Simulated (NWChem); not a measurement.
System: BHOF2; SMILES OB(F)F

Input file for NWChem:

```
start job
memory heap 200 mb stack 900 mb global 1100 mb
geometry units angstroms noautoz
  B     -0.023443    -0.008516     0.000000
  F      1.297165    -0.139278     0.000000
  F     -0.758743    -1.101416     0.000000
  O     -0.619586     1.194141     0.000000
  H      0.007652     1.923997     0.000000
end
basis spherical
  * library 6-31g*
end
dft
  xc xwpbe 1.00 cpbe96 1.0 hfexch 1.00
  cam 0.6 cam_alpha 0.0 cam_beta 1.0
  iterations 150
  vectors input atomic output neutral.movecs
end
task dft energy
charge 1
dft
  odft
  mult 2
  vectors input atomic output cation.movecs
end
task dft energy
```

Output (shortened):

```
             Northwest Computational Chemistry Package (NWChem) 7.3.0
             --------------------------------------------------------

 CS  symmetry detected

                             Geometry "geometry" -> ""
                             -------------------------

 Output coordinates in angstroms (scale by  1.889725989 to convert to a.u.)

  No.       Tag          Charge          X              Y              Z
 ---- ---------------- ---------- -------------- -------------- --------------
    1 B                    5.0000    -0.00636904    -0.02278348     0.00000000
    2 F                    9.0000     1.21398882     0.49859058     0.00000000
    3 F                    9.0000    -0.12447332    -1.33470873     0.00000000
    4 O                    8.0000    -1.10800292     0.74414098     0.00000000
    5 H                    1.0000    -0.90977097     1.68585292     0.00000000

 Effective nuclear repulsion energy (a.u.)     112.8110273443

      Symmetry information
      --------------------

 Group name             Cs
 Group number              2
 Group order               2
 No. of unique centers     5

  pbe96 is a nonlocal functional; adding pw91lda local functional.

                                 NWChem DFT Module
                                 -----------------

 Summary of "ao basis" -> "ao basis" (spherical)
 ------------------------------------------------------------------------------
       Tag                 Description            Shells   Functions and Types
 ---------------- ------------------------------  ------  ---------------------
 B                           6-31g*                  6       14   3s2p1d
 F                           6-31g*                  6       14   3s2p1d
 O                           6-31g*                  6       14   3s2p1d
 H                           6-31g*                  2        2   2s

      Symmetry analysis of basis
      --------------------------

        a'         42
        a"         16

            General Information
            -------------------
          SCF calculation type: DFT
          Wavefunction type:  closed shell.
          No. of atoms     :     5
          No. of electrons :    32
           Alpha electrons :    16
            Beta electrons :    16
          Charge           :     0
          Spin multiplicity:     1
          Use of symmetry is: on ; symmetry adaption is: on
          Maximum number of iterations: 150
          AO basis - number of functions:    58
                     number of shells:    26
          Convergence on energy requested:  1.00D-06
          Convergence on density requested:  1.00D-05
          Convergence on gradient requested:  5.00D-04

              XC Information
              --------------
                     Hartree-Fock (Exact) Exchange  1.000
                     LC-wPBE(h)Exchange Functional  1.000
            Perdew 1991 LDA Correlation Functional  1.000 local
           PerdewBurkeErnz. Correlation Functional  1.000 non-local

           Range-Separation Parameters
           ---------------------------
           Alpha           :  0.00
           Beta            :  1.00
           Gamma           :  0.60
           Short-Range HF  :     F

             Grid Information
             ----------------
          Grid used for XC integration:  medium
          Radial quadrature: Mura-Knowles
          Angular quadrature: Lebedev.
          Tag              B.-S. Rad. Rad. Pts. Rad. Cut. Ang. Pts.
          ---              ---------- --------- --------- ---------
          B                   0.85       49           7.0       434
          F                   0.50       49           8.0       434
          O                   0.60       49           6.0       434
          H                   0.35       45           7.0       434
          Grid pruning is: on
          Number of quadrature shells:   241
          Spatial weights used:  Erf1

      Superposition of Atomic Density Guess
      -------------------------------------

 Sum of atomic energies:        -298.52333731

      Non-variational initial energy
      ------------------------------

 Total energy =    -299.643885
 1-e energy   =    -638.309996
 2-e energy   =     225.855084
 HOMO         =      -0.510986
 LUMO         =       0.116810

      Symmetry analysis of molecular orbitals - initial
      -------------------------------------------------

  Numbering of irreducible representations:

     1 a'          2 a"

  Orbital symmetries:

     1 a'          2 a'          3 a'          4 a'          5 a'
     6 a'          7 a'          8 a'          9 a'         10 a'
    11 a"         12 a'         13 a"         14 a'         15 a'
    16 a"         17 a'         18 a"         19 a'         20 a'
    21 a'         22 a"         23 a'         24 a'         25 a'
    26 a'

   convergence    iter        energy       DeltaE   RMS-Dens  Diis-err
 ---------------- ----- ----------------- --------- --------- ---------
 d= 0,ls=0.0,diis     1   -300.2840550171 -4.13D+02  1.14D-02  9.67D-01
 d= 0,ls=0.0,diis     2   -300.3443187850 -6.03D-02  4.08D-03  3.78D-01
 d= 0,ls=0.0,diis     3   -300.3729706241 -2.87D-02  8.36D-04  9.32D-03
 d= 0,ls=0.0,diis     4   -300.3738564192 -8.86D-04  1.98D-04  2.11D-04
 d= 0,ls=0.0,diis     5   -300.3738895046 -3.31D-05  6.54D-05  1.67D-05
  Resetting Diis
 d= 0,ls=0.0,diis     6   -300.3738920927 -2.59D-06  2.19D-05  4.52D-06
 d= 0,ls=0.0,diis     7   -300.3738925861 -4.93D-07  6.06D-06  1.29D-07

         Total DFT energy =     -300.373892586113
      One electron energy =     -640.601573303482
           Coulomb energy =      261.397419786615
    Exchange-Corr. energy =      -33.980766413557
 Nuclear repulsion energy =      112.811027344311

 Numeric. integr. density =       31.999999125733

                  Occupations of the irreducible representations
                  ----------------------------------------------

                     irrep           alpha         beta
                     --------     --------     --------
                     a'               13.0         13.0
                     a"                3.0          3.0

                       DFT Final Molecular Orbital Analysis
                       ------------------------------------

 Vector   14  Occ=2.000000D+00  E=-5.867144D-01  Symmetry=a'
              MO Center= -1.7D-02, -7.5D-01,  1.3D-14, r^2= 1.7D+00
   Bfn.  Coefficient  Atom+Function         Bfn.  Coefficient  Atom+Function
  ----- ------------  ---------------      ----- ------------  ---------------
    31      0.569066  3 F  px                35      0.385533  3 F  px
    18      0.259459  2 F  py                45      0.202317  4 O  px
    22      0.172616  2 F  py                17      0.127445  2 F  px
    49      0.124541  4 O  px                 7      0.093806  1 B  px
     3     -0.092248  1 B  px                21      0.070075  2 F  px

 Vector   15  Occ=2.000000D+00  E=-5.541393D-01  Symmetry=a'
              MO Center= -4.5D-01,  5.8D-01, -1.6D-15, r^2= 1.9D+00
   Bfn.  Coefficient  Atom+Function         Bfn.  Coefficient  Atom+Function
  ----- ------------  ---------------      ----- ------------  ---------------
    45      0.489227  4 O  px                49      0.326972  4 O  px
    18     -0.294247  2 F  py                17      0.246894  2 F  px
    22     -0.210924  2 F  py                48     -0.171018  4 O  s
    21      0.162299  2 F  px                46      0.130337  4 O  py
    31     -0.122322  3 F  px                 3     -0.113464  1 B  px

 Vector   16  Occ=2.000000D+00  E=-5.310009D-01  Symmetry=a"
              MO Center= -8.5D-01,  5.6D-01, -9.5D-15, r^2= 1.2D+00
   Bfn.  Coefficient  Atom+Function         Bfn.  Coefficient  Atom+Function
  ----- ------------  ---------------      ----- ------------  ---------------
    47      0.589364  4 O  pz                51      0.441119  4 O  pz
    33     -0.191586  3 F  pz                19     -0.167797  2 F  pz
    37     -0.142015  3 F  pz                23     -0.124582  2 F  pz
     5      0.089972  1 B  pz                13      0.033813  1 B  d  1
    55     -0.028468  4 O  d  1              11      0.026428  1 B  d -1

 Vector   17  Occ=0.000000D+00  E= 1.828529D-01  Symmetry=a'
              MO Center= -7.1D-01,  1.5D+00, -1.1D-15, r^2= 2.4D+00
   Bfn.  Coefficient  Atom+Function         Bfn.  Coefficient  Atom+Function
  ----- ------------  ---------------      ----- ------------  ---------------
    58      1.337020  5 H  s                 48     -1.024531  4 O  s
     6      0.682169  1 B  s                 50     -0.419972  4 O  py
    34     -0.236795  3 F  s                 20     -0.222485  2 F  s
    46     -0.217800  4 O  py                49     -0.199156  4 O  px
    44     -0.143828  4 O  s                 36     -0.128066  3 F  py

 Vector   18  Occ=0.000000D+00  E= 1.876959D-01  Symmetry=a"
              MO Center= -2.1D-02, -9.1D-03, -2.5D-16, r^2= 1.9D+00
   Bfn.  Coefficient  Atom+Function         Bfn.  Coefficient  Atom+Function
  ----- ------------  ---------------      ----- ------------  ---------------
     9      0.711747  1 B  pz                 5      0.544945  1 B  pz
    51     -0.322888  4 O  pz                47     -0.258653  4 O  pz
    37     -0.252146  3 F  pz                23     -0.246873  2 F  pz
    19     -0.230280  2 F  pz                33     -0.231371  3 F  pz

 Vector   19  Occ=0.000000D+00  E= 2.740191D-01  Symmetry=a'
              MO Center=  1.4D-03,  2.7D-01,  1.4D-15, r^2= 3.2D+00
   Bfn.  Coefficient  Atom+Function         Bfn.  Coefficient  Atom+Function
  ----- ------------  ---------------      ----- ------------  ---------------
     6      2.062938  1 B  s                 58     -0.912660  5 H  s
    20     -0.638986  2 F  s                 34     -0.559704  3 F  s
    50      0.503870  4 O  py                21      0.267878  2 F  px
    36     -0.249020  3 F  py                49     -0.230451  4 O  px
    46      0.214620  4 O  py                22      0.144174  2 F  py

     Multipole analysis of the density
     ---------------------------------

     L   x y z        total         alpha         beta         nuclear
     -   - - -        -----         -----         ----         -------
     0   0 0 0     -0.000000    -16.000000    -16.000000     32.000000

     1   1 0 0     -0.004829     -0.002414     -0.002414      0.000000
     1   0 1 0      0.822237      0.411118      0.411118      0.000000
     1   0 0 1     -0.000000     -0.000000     -0.000000      0.000000

     2   2 0 0    -17.534559    -51.713991    -51.713991     85.893424
     2   1 1 0     -1.183990      1.526229      1.526229     -4.236448
     2   1 0 1     -0.000000     -0.000000     -0.000000      0.000000
     2   0 2 0    -13.010239    -52.116577    -52.116577     91.222915
     2   0 1 1     -0.000000     -0.000000     -0.000000      0.000000
     2   0 0 2    -14.104744     -7.052372     -7.052372      0.000000

                                 NWChem DFT Module
                                 -----------------

      Symmetry analysis of basis
      --------------------------

        a'         42
        a"         16

            General Information
            -------------------
          SCF calculation type: DFT
          Wavefunction type:  spin polarized.
          No. of atoms     :     5
          No. of electrons :    31
           Alpha electrons :    16
            Beta electrons :    15
          Charge           :     1
          Spin multiplicity:     2
          Use of symmetry is: on ; symmetry adaption is: on
          Maximum number of iterations: 150
          This is a Direct SCF calculation.
          AO basis - number of functions:    58
                     number of shells:    26
          Convergence on energy requested:  1.00D-06
          Convergence on density requested:  1.00D-05
          Convergence on gradient requested:  5.00D-04

              XC Information
              --------------
                     Hartree-Fock (Exact) Exchange  1.000
                     LC-wPBE(h)Exchange Functional  1.000
            Perdew 1991 LDA Correlation Functional  1.000 local
           PerdewBurkeErnz. Correlation Functional  1.000 non-local

           Range-Separation Parameters
           ---------------------------
           Alpha           :  0.00
           Beta            :  1.00
           Gamma           :  0.60
           Short-Range HF  :     F

             Grid Information
             ----------------
          Grid used for XC integration:  medium
          Radial quadrature: Mura-Knowles
          Angular quadrature: Lebedev.
          Tag              B.-S. Rad. Rad. Pts. Rad. Cut. Ang. Pts.
          ---              ---------- --------- --------- ---------
          B                   0.85       49           7.0       434
          F                   0.50       49           8.0       434
          O                   0.60       49           6.0       434
          H                   0.35       45           7.0       434
          Grid pruning is: on
          Number of quadrature shells:   241
          Spatial weights used:  Erf1

      Superposition of Atomic Density Guess
      -------------------------------------

 Sum of atomic energies:        -298.52333731

 Renormalizing density from      32.00 to     31

      Non-variational initial energy
      ------------------------------

 Total energy =    -293.592079
 1-e energy   =    -618.362809
 2-e energy   =     211.959703
 HOMO         =      -0.893509
 LUMO         =      -0.202164

   Symmetry analysis of molecular orbitals - initial alpha
   -------------------------------------------------------

  Numbering of irreducible representations:

     1 a'          2 a"

  Orbital symmetries:

     1 a'          2 a'          3 a'          4 a'          5 a'
     6 a'          7 a'          8 a'          9 a'         10 a'
    11 a"         12 a'         13 a"         14 a'         15 a'
    16 a"         17 a"         18 a'         19 a'         20 a'
    21 a'         22 a"         23 a'         24 a'         25 a'
    26 a'

   Symmetry analysis of molecular orbitals - initial beta
   ------------------------------------------------------

  Numbering of irreducible representations:

     1 a'          2 a"

  Orbital symmetries:

     1 a'          2 a'          3 a'          4 a'          5 a'
     6 a'          7 a'          8 a'          9 a'         10 a'
    11 a"         12 a'         13 a"         14 a'         15 a'
    16 a"         17 a"         18 a'         19 a'         20 a'
    21 a'         22 a"         23 a'         24 a'         25 a'
    26 a'

[...]
```

Level: LC-wPBE (HJS exchange hole, range parameter 0.6 per bohr)/6-31G* (spherical d), vertical spin-unrestricted ions. The geometry was optimised at PBE0/def2-SVP.
